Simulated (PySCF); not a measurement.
A structure optimised at PBE-D3(BJ)/def2-SVP, used in a PySCF frequency run:

```
Si
H 1 1.5117
C 1 1.9106 2 113.02
C 3 1.3670 1 106.40 2 -111.18
H 4 1.1073 3 123.28 1 179.69
H 3 1.1073 4 123.33 5 -1.88
Si 4 1.8964 5 132.57 3 -175.43
O 7 1.6862 4 119.65 5 -59.53
H 8 0.9734 7 114.52 4 -55.67
H 7 1.5019 8 102.98 9 176.17
Si 1 2.3527 2 109.54 3 130.37
H 11 1.5061 1 109.51 2 178.52
H 11 1.5067 12 108.56 1 120.55
H 11 1.5077 12 108.35 13 117.36
```
Charge 0, spin multiplicity 1.

Task: Write its SMILES and formula.

Result: O[Si@H]1C=C[Si@@H]1[SiH3], C2H8OSi3

Task: What are its rotational constants (standard atomic weights)?

Result: 3.3137, 1.0150, 0.87761 GHz
